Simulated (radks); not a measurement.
Results of a calculation; reference values are marked as such.
Neutral sulfur, 16 electrons, occupied as [Ne] 3s2 3p4.

Code: a radial shooting solver on a logarithmic mesh with Libxc functionals. Model: scalar-relativistic Kohn-Sham, LDA (Slater exchange, Perdew-Wang correlation), spin-polarised, spherical densities, finite nucleus; open shells are filled with parallel spins first; Fermi nuclear charge, rms radius 3.2611 fm.

Energy parts (eV):
total: -10826.302
kinetic: 10858.566
electron-nucleus: -25846.941
Hartree: 4821.833
exchange-correlation: -659.759

Orbitals (lengths in bohr, moments of r in powers of bohr; r(max) is where P^2 peaks; r(90%) holds 90 % of the orbital's charge):
\begin{tabular}{lrrrrr}
orbital & occ. & eigenvalue (eV) & r(90%) & <1/r> & r(max) \\ \hline
1s up & 1 & -2397.146 & 0.174 & 15.62 & 0.06348 \\
1s down & 1 & -2396.850 & 0.174 & 15.62 & 0.06347 \\
2s up & 1 & -210.7879 & 0.755 & 3.053 & 0.3894 \\
2s down & 1 & -210.4589 & 0.754 & 3.054 & 0.3895 \\
2p up & 3 & -156.5457 & 0.740 & 2.955 & 0.3253 \\
2p down & 3 & -156.1366 & 0.739 & 2.956 & 0.3255 \\
3s up & 1 & -17.9625 & 2.57 & 0.8197 & 1.406 \\
3s down & 1 & -16.2569 & 2.61 & 0.8136 & 1.406 \\
3p up & 3 & -7.7160 & 3.24 & 0.6707 & 1.593 \\
3p down & 1 & -6.2068 & 3.41 & 0.6511 & 1.608 \\
\end{tabular}

The highest occupied level is 3p down at -6.207 eV. The spin density at the nucleus is -0.0507 e/bohr^3 (1s -0.1729, 2s -0.0088, 3s 0.1309). For comparison, the ionisation energy in NIST's Atomic Spectra Database is 10.360 eV (measured). In exact Kohn-Sham theory the highest level is minus the ionisation energy, but local and semilocal functionals leave it too shallow, through self-interaction and a potential that decays too fast; potentials with the right tail come closer. The density falls to 0.001 e/bohr^3 at r = 4.08 bohr. The electron density at the nucleus is 2931 e/bohr^3 (large components only). Spin moment in Bohr magnetons: 2. Summed over all electrons, <r^2> = 29.30 bohr^2, which gives a Langevin (diamagnetic) susceptibility term of -23.2 x 10^-6 cm^3/mol.
